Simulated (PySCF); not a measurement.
H9N3Si3, SMILES N1[SiH2]N[SiH2]N[SiH2]1. Atoms are numbered in the order given.

```xyz
15

Si    -0.1038    -0.8890     1.5896
N      0.4503    -1.3988     0.0000
Si    -0.1038    -0.8890    -1.5896
N     -0.2858     0.8452    -1.4541
Si     0.2839     1.6597     0.0000
N     -0.2858     0.8452     1.4541
H      0.9531    -1.3681     2.5529
H     -1.4229    -1.4717     2.0381
H      1.2140    -2.0815     0.0000
H      0.9531    -1.3681    -2.5529
H     -1.4229    -1.4717    -2.0381
H     -1.0029     1.3132    -2.0146
H     -0.2723     3.0567     0.0000
H      1.7843     1.6937     0.0000
H     -1.0029     1.3132     2.0146
```

Geometry optimised at PBE-D3(BJ)/def2-SVP.

Level of theory: PBE/pcSseg-1 (PySCF).

GIAO shieldings, no solvent; atoms listed in one row are averaged. δ = σ(ref) − σ: ²⁹Si against TMS (σ = 335.4 ppm); ¹⁵N against NH3 (σ = 267.0 ppm); ¹H against TMS (σ = 31.49 ppm), references at their B3LYP-D3(BJ)/def2-TZVP geometries, non-relativistic.

**Question.** Estimate the chemical shifts. (The exact figures need the calculation; the answer reports its results.)

**Answer.** 
```tsv
nucleus	atoms	count	δ (ppm)
²⁹Si	Si3, Si1	2	-31.7
²⁹Si	Si5	1	-39.1
¹⁵N	N4, N6	2	57.2
¹⁵N	N2	1	46.7
¹H	H11, H8	2	6.15
¹H	H14	1	6.01
¹H	H10, H7	2	5.98
¹H	H13	1	5.34
¹H	H12, H15	2	1.58
¹H	H9	1	1.43
```
